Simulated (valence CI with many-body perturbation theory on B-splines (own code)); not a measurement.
## Bi XLIV: M1 decay

Computed by configuration interaction combined with many-body perturbation theory (CI+MBPT): four valence electrons over a frozen Dirac-Fock core [Kr], radial functions for each j: 7 s, 7 p, 8 d, 6 f, 4 g, 1 h, with the one-electron correlation potential Σ1 (screened to all orders), the two-electron term Σ2, the three-electron term Σ3, Breit, model QED; selected single and double excitations, second order for the rest, scaled by the run's own slope (own B-spline code, finite nucleus).

The last digits are not significant, and no measured levels were compared; by estimate large intervals hold to a few tenths of a per cent, small ones and those within an open d or f shell to about a per cent. The list stops below the first excitations out of the core.

Lines 1 to 50 of 113 in falling wavelength, among levels below 1240400 cm⁻¹, chosen from the decays that carry over 1 % of a level's rate. Wavelengths and rates use the calculated energies. Weak lines are less certain than strong ones. Lines between different terms over intervals too small for the method are left out, as are lines whose strength nearly cancels. The highest levels of a list are the least certain. Branching is blank where the lifetime is uncertain.

Levels are named by their leading jj configuration (3d3/2^4 stands for four electrons in 3d with j = 3/2), which in mixed levels can hold well under half, so a name can repeat and another be missing. Letters in brackets count levels of one name in rising energy.

| λ vac (nm) | Upper | Lower | Type | A (s⁻¹) | Branch % |
| --- | --- | --- | --- | --- | --- |
| 836.8 | (4d3/2^3 4d5/2) J=3 | (4d3/2^3 4d5/2) J=2 | M1 | 1.95e+01 | 23.1 |
| 737.3 | (4d3/2^2 4d5/2^2) J=6 | (4d3/2^2 4d5/2^2) J=5 | M1 | 1.73e+01 | 25.4 |
| 496.9 | (4d3/2^3 4d5/2) J=3 | (4d3/2^3 4d5/2) J=4 | M1 | 6.49e+01 | 76.8 |
| 180.0 | (4d3/2^3 4d5/2) J=2 | (4d3/2^3 4d5/2) J=1 | M1 | 2.44e+03 | 89.6 |
| 162.1 | (4d3/2^2 4d5/2^2) J=2 [d] | (4d3/2^2 4d5/2^2) J=2 [c] | M1 | 1.91e+03 | 7.0 |
| 143.9 | (4d3/2^2 4d5/2^2) J=2 [b] | (4d3/2^2 4d5/2^2) J=2 [a] | M1 | 1.62e+03 | 1.6 |
| 92.93 | (4d3/2^2 4d5/2^2) J=2 [d] | (4d3/2^2 4d5/2^2) J=2 [b] | M1 | 1.23e+03 | 4.5 |
| 85.98 | (4d3/2^2 4d5/2^2) J=2 [d] | (4d3/2^2 4d5/2^2) J=3 [b] | M1 | 3.30e+02 | 1.2 |
| 82.62 | (4d3/2^2 4d5/2^2) J=4 [c] | (4d3/2^2 4d5/2^2) J=4 [a] | M1 | 3.21e+03 |  |
| 77.65 | (4d3/2^2 4d5/2^2) J=2 [d] | (4d3/2^2 4d5/2^2) J=1 | M1 | 4.98e+02 | 1.8 |
| 64.65 | (4d3/2 4d5/2^3) J=3 [a] | (4d3/2^2 4d5/2^2) J=4 [c] | M1 | 8.79e+03 | 1.1 |
| 62.12 | (4d3/2^2 4d5/2^2) J=2 [d] | (4d3/2^2 4d5/2^2) J=3 [a] | M1 | 2.01e+03 | 7.4 |
| 61.33 | (4d3/2 4d5/2^3) J=2 [a] | (4d3/2^2 4d5/2^2) J=2 [d] | M1 | 7.30e+03 | 1.1 |
| 61.08 | (4d3/2 4d5/2^3) J=1 [b] | (4d3/2^2 4d5/2^2) J=0 [b] | M1 | 3.25e+04 | 5.7 |
| 58.56 | (4d3/2 4d5/2^3) J=3 [b] | (4d3/2^2 4d5/2^2) J=2 [d] | M1 | 1.12e+04 | 2.4 |
| 56.46 | (4d3/2^2 4d5/2^2) J=2 [d] | (4d3/2^2 4d5/2^2) J=2 [a] | M1 | 2.92e+02 | 1.1 |
| 53.53 | (4d3/2^2 4d5/2^2) J=0 [b] | (4d3/2^2 4d5/2^2) J=1 | M1 | 3.81e+04 | 25.5 |
| 52.19 | (4d5/2^4) J=4 | (4d3/2 4d5/2^3) J=3 [c] | M1 | 1.32e+04 | 1.3 |
| 48.83 | (4d3/2^2 4d5/2^2) J=2 [a] | (4d3/2^3 4d5/2) J=3 | M1 | 7.64e+03 | 1.3 |
| 46.47 | (4d3/2 4d5/2^3) J=3 [b] | (4d3/2^2 4d5/2^2) J=4 [c] | M1 | 4.85e+03 | 1.0 |
| 46.20 | (4d3/2^2 4d5/2^2) J=4 [a] | (4d3/2^3 4d5/2) J=3 | M1 | 3.57e+04 | 10.7 |
| 46.14 | (4d3/2^2 4d5/2^2) J=2 [a] | (4d3/2^3 4d5/2) J=2 | M1 | 9.40e+04 | 16.3 |
| 45.90 | (4d3/2 4d5/2^3) J=3 [a] | (4d3/2^2 4d5/2^2) J=2 [b] | M1 | 1.09e+04 | 1.4 |
| 45.27 | (4d3/2^2 4d5/2^2) J=3 [a] | (4d3/2^3 4d5/2) J=3 | M1 | 1.92e+05 | 58.0 |
| 45.09 | (4d3/2 4d5/2^3) J=1 [b] | (4d3/2^2 4d5/2^2) J=2 [d] | M1 | 1.02e+05 | 17.8 |
| 44.96 | (4d3/2 4d5/2^3) J=3 [a] | (4d3/2^2 4d5/2^2) J=4 [b] | M1 | 2.93e+04 | 3.6 |
| 44.84 | (4d3/2 4d5/2^3) J=3 [c] | (4d3/2^2 4d5/2^2) J=2 [d] | M1 | 3.35e+04 | 8.3 |
| 44.49 | (4d3/2 4d5/2^3) J=2 [a] | (4d3/2^2 4d5/2^2) J=2 [c] | M1 | 2.48e+04 | 3.9 |
| 44.21 | (4d5/2^4) J=2 | (4d3/2 4d5/2^3) J=3 [c] | M1 | 5.01e+04 | 4.8 |
| 43.02 | (4d3/2 4d5/2^3) J=3 [b] | (4d3/2^2 4d5/2^2) J=2 [c] | M1 | 8.42e+03 | 1.8 |
| 42.94 | (4d3/2^2 4d5/2^2) J=3 [a] | (4d3/2^3 4d5/2) J=2 | M1 | 1.38e+05 | 41.6 |
| 42.37 | (4d3/2 4d5/2^3) J=1 [a] | (4d3/2^2 4d5/2^2) J=2 [b] | M1 | 3.23e+04 | 3.2 |
| 42.27 | (4d3/2^2 4d5/2^2) J=4 [a] | (4d3/2^3 4d5/2) J=4 | M1 | 3.00e+05 | 89.3 |
| 42.06 | (4d3/2^3 4d5/2) J=1 | (4d3/2^4) J=0 | M1 | 3.30e+05 | 100.0 |
| 41.83 | (4d3/2 4d5/2^3) J=2 [b] | (4d3/2^2 4d5/2^2) J=2 [d] | M1 | 1.91e+04 | 4.6 |
| 41.01 | (4d5/2^4) J=4 | (4d3/2 4d5/2^3) J=3 [b] | M1 | 4.41e+04 | 4.3 |
| 40.40 | (4d3/2 4d5/2^3) J=5 | (4d3/2^2 4d5/2^2) J=4 [b] | M1 | 1.45e+05 | 36.5 |
| 39.96 | (4d3/2 4d5/2^3) J=4 [a] | (4d3/2^2 4d5/2^2) J=5 | M1 | 3.25e+04 | 4.5 |
| 38.88 | (4d3/2 4d5/2^3) J=1 [a] | (4d3/2^2 4d5/2^2) J=1 | M1 | 1.88e+05 | 18.8 |
| 38.70 | (4d3/2^2 4d5/2^2) J=5 | (4d3/2^3 4d5/2) J=4 | M1 | 1.68e+05 | 99.9 |
| 37.73 | (4d3/2^2 4d5/2^2) J=1 | (4d3/2^3 4d5/2) J=2 | M1 | 3.25e+05 | 98.8 |
| 37.68 | (4d3/2 4d5/2^3) J=5 | (4d3/2^2 4d5/2^2) J=6 | M1 | 7.68e+04 | 19.3 |
| 37.65 | (4d3/2^2 4d5/2^2) J=3 [b] | (4d3/2^3 4d5/2) J=3 | M1 | 4.57e+04 | 20.4 |
| 37.39 | (4d3/2 4d5/2^3) J=3 [c] | (4d3/2^2 4d5/2^2) J=4 [c] | M1 | 1.86e+05 | 46.2 |
| 37.37 | (4d3/2 4d5/2^3) J=4 [a] | (4d3/2^2 4d5/2^2) J=3 [a] | M1 | 1.69e+05 | 23.5 |
| 37.08 | (4d3/2^2 4d5/2^2) J=4 [b] | (4d3/2^3 4d5/2) J=3 | M1 | 6.71e+04 | 96.1 |
| 37.08 | (4d3/2 4d5/2^3) J=6 | (4d3/2^2 4d5/2^2) J=6 | M1 | 1.53e+05 | 45.6 |
| 36.95 | (4d3/2 4d5/2^3) J=2 [a] | (4d3/2^2 4d5/2^2) J=2 [b] | M1 | 1.63e+05 | 25.5 |
| 36.92 | (4d3/2^2 4d5/2^2) J=0 [a] | (4d3/2^3 4d5/2) J=1 | M1 | 8.10e+05 | 100.0 |
| 36.87 | (4d3/2 4d5/2^3) J=3 [a] | (4d3/2^2 4d5/2^2) J=3 [a] | M1 | 2.81e+05 | 35.0 |
